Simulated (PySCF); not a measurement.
BaCl, SMILES [Ba+][Cl], charge +1. Atoms are numbered in the order given.

```xyz
2

Ba     0.0000     0.0000    -0.6055
Cl     0.0000     0.0000     1.9945
```
Charge +1, spin multiplicity 1.

The structure is a stationary point at B3LYP-D3(BJ)/def2-TZVPD. The multiplicity is an assumed one; other spin states were not compared. The def2 effective core potentials stand for the cores of Ba; spin–orbit coupling is left out.

Calculation: TDA-PBE/def2-TZVPD run with PySCF.

Vertical excitations; the highest root listed may be one member of a degenerate set.  State labels are in the subgroup C2v.

### Question
Give excitation energies, oscillator strengths and character. (An estimate is asked for; the answer gives what the named calculation found.)

### Answer

```json
[
 {"state": "S1", "symmetry": "B1", "energy (eV)": "4.21", "λ (nm)": "295", "f": "0.005", "main pairs": "HOMO−1→LUMO (degenerate set)"},
 {"state": "S2", "symmetry": "B2", "energy (eV)": "4.21", "λ (nm)": "295", "f": "0.005", "main pairs": "HOMO→LUMO (degenerate set)"},
 {"state": "S3", "symmetry": "A1", "energy (eV)": "4.49", "λ (nm)": "276", "f": "0.008", "main pairs": "HOMO−2→LUMO 100 %"},
 {"state": "S4", "symmetry": "B2", "energy (eV)": "4.67", "λ (nm)": "266", "f": "0.000", "main pairs": "HOMO−1→LUMO+1, HOMO→LUMO+2 (degenerate set)"},
 {"state": "S5", "symmetry": "B1", "energy (eV)": "4.67", "λ (nm)": "266", "f": "0.000", "main pairs": "HOMO→LUMO+1, HOMO−1→LUMO+2 (degenerate set)"},
 {"state": "S6", "symmetry": "B2", "energy (eV)": "4.74", "λ (nm)": "262", "f": "0.003", "main pairs": "HOMO→LUMO+2, HOMO−1→LUMO+1 (degenerate set)"},
 {"state": "S7", "symmetry": "B1", "energy (eV)": "4.74", "λ (nm)": "262", "f": "0.003", "main pairs": "HOMO−1→LUMO+2, HOMO→LUMO+1 (degenerate set)"},
 {"state": "S8", "symmetry": "A1", "energy (eV)": "4.97", "λ (nm)": "250", "f": "0.000", "main pairs": "HOMO−2→LUMO+2 (degenerate set)"},
 {"state": "S9", "symmetry": "A2", "energy (eV)": "4.97", "λ (nm)": "250", "f": "0.000", "main pairs": "HOMO−2→LUMO+1 (degenerate set)"},
 {"state": "S10", "symmetry": "A2", "energy (eV)": "5.17", "λ (nm)": "240", "f": "0.000", "main pairs": "HOMO−1→LUMO+4 50 %, HOMO→LUMO+3 50 %"},
 {"state": "T1", "symmetry": "B1", "energy (eV)": "4.17", "λ (nm)": "297", "f": "0", "main pairs": "HOMO−1→LUMO (degenerate set)"},
 {"state": "T2", "symmetry": "B2", "energy (eV)": "4.17", "λ (nm)": "297", "f": "0", "main pairs": "HOMO→LUMO (degenerate set)"},
 {"state": "T3", "symmetry": "A1", "energy (eV)": "4.43", "λ (nm)": "280", "f": "0", "main pairs": "HOMO−2→LUMO 99 %"},
 {"state": "T4", "symmetry": "B1", "energy (eV)": "4.65", "λ (nm)": "267", "f": "0", "main pairs": "HOMO→LUMO+1 50 %, HOMO−1→LUMO+2 50 %"}
]
```
Triplets are in the Tamm–Dancoff approximation.
